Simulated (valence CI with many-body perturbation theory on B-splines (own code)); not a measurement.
Au48+ in brief

Computed by valence CI with perturbative core correlation (CI+MBPT): three valence electrons over a frozen Dirac-Fock core [Ar] 3d10, radial functions for each j: 11 s, 11 p, 9 d, 7 f, 5 g, 2 h, 1 i, with the one-electron correlation potential Σ1 (screened to all orders), the two-electron term Σ2, the three-electron term Σ3, Breit, model QED; selected single and double excitations, second order for the rest (own B-spline code, finite nucleus).

The last digits are not significant, and no measured levels were compared; by estimate large intervals hold to a few tenths of a per cent, small ones and those within an open d or f shell to about a per cent.

Levels are named by their leading jj configuration (3d3/2^4 stands for four electrons in 3d with j = 3/2), which in mixed levels can hold well under half, so a name can repeat and another be missing.

Rates and lifetimes use the calculated energies. Strong lines usually hold to 10 to 20 %, long lifetimes can be off by a factor of two.

**Question.** What is the ground level?

**Answer.** (4s^2 4p1/2) J=1/2, composition 100 % 4s2.4p 2P°, g = 0.658.

**Question.** What is the ionisation energy?

**Answer.** 2709 eV; NIST lists 2708 ± 4 eV (theoretical).

**Question.** How well does LS coupling describe the low levels?

**Answer.** Among the lowest 20 levels the leading LS term, summed over configurations, holds 66 % on average. For single configurations the figures are 65 % in LS and 97 % in jj coupling. Terms mix most in the J = 3/2 level at 31.533 Ry, where the leading one holds 36 %.

**Question.** Name the longest-lived excited levels whose lifetime is computed, and their main decay.

**Answer.** (4s 4p3/2 4d5/2) J=9/2 at 41.972 Ry lives 83.5 ns, mostly by M1 to (4s 4p1/2 4d5/2) J=7/2; (4s^2 4p3/2) J=3/2 at 10.235 Ry lives 60.5 ns, mostly by M1 to (4s^2 4p1/2) J=1/2.

**Question.** What are the static dipole polarisabilities of the lowest levels?

**Answer.** (4s^2 4p1/2) J=1/2 0.0219 bohr³, of which the core gives 0.00150.
